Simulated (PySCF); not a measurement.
Job for PySCF: D3(BJ) and D4 dispersion corrections on F2Ru (SMILES [F][Ru][F]), 2S+1 = 1.

```python
from pyscf import gto
from pyscf.dispersion import dftd3, dftd4

mol = gto.M(
    atom='''
    Ru    0.22815664    0.17907390    0.11554969
    F    -0.34777259    1.25197455   -1.26784285
    F     0.08634723   -1.38377686    1.08197353
    ''',
    basis='def2-svp',
    charge=0, spin=0, verbose=0, max_memory=1800)
d3, d4 = {}, {}
for xc in ['hf', 'pbe', 'blyp', 'revpbe', 'tpss', 'r2scan', 'b3lyp', 'pbe0', 'bhlyp', 'camb3lyp', 'b2plyp']:
    d3[xc] = float(dftd3.DFTD3Dispersion(mol, xc=xc, version='d3bj', atm=False).get_dispersion()['energy'])
    print(f'D3(BJ) {xc:10s} {d3[xc]:14.8f} Eh')
for xc in ['hf', 'pbe', 'blyp', 'revpbe', 'tpss', 'r2scan', 'b3lyp', 'pbe0', 'bhlyp', 'camb3lyp', 'b2plyp']:
    d4[xc] = float(dftd4.DFTD4Dispersion(mol, xc={'camb3lyp': 'cam-b3lyp'}.get(xc, xc), atm=True).get_dispersion()['energy'])
    print(f'D4     {xc:10s} {d4[xc]:14.8f} Eh')
```

Program output:

```
D3(BJ) hf            -0.01240530 Eh
D3(BJ) pbe           -0.00109726 Eh
D3(BJ) blyp          -0.00257866 Eh
D3(BJ) revpbe        -0.00268544 Eh
D3(BJ) tpss          -0.00142495 Eh
D3(BJ) r2scan        -0.00027882 Eh
D3(BJ) b3lyp         -0.00214852 Eh
D3(BJ) pbe0          -0.00098461 Eh
D3(BJ) bhlyp         -0.00187016 Eh
D3(BJ) camb3lyp      -0.00096132 Eh
D3(BJ) b2plyp        -0.00108132 Eh
D4     hf            -0.00509075 Eh
D4     pbe           -0.00138249 Eh
D4     blyp          -0.00307357 Eh
D4     revpbe        -0.00397629 Eh
D4     tpss          -0.00185712 Eh
D4     r2scan        -0.00029939 Eh
D4     b3lyp         -0.00227741 Eh
D4     pbe0          -0.00115245 Eh
D4     bhlyp         -0.00187086 Eh
D4     camb3lyp      -0.00117770 Eh
D4     b2plyp        -0.00094402 Eh
```

The run finished.

Cost: about 0.010 core-seconds (a rough figure).
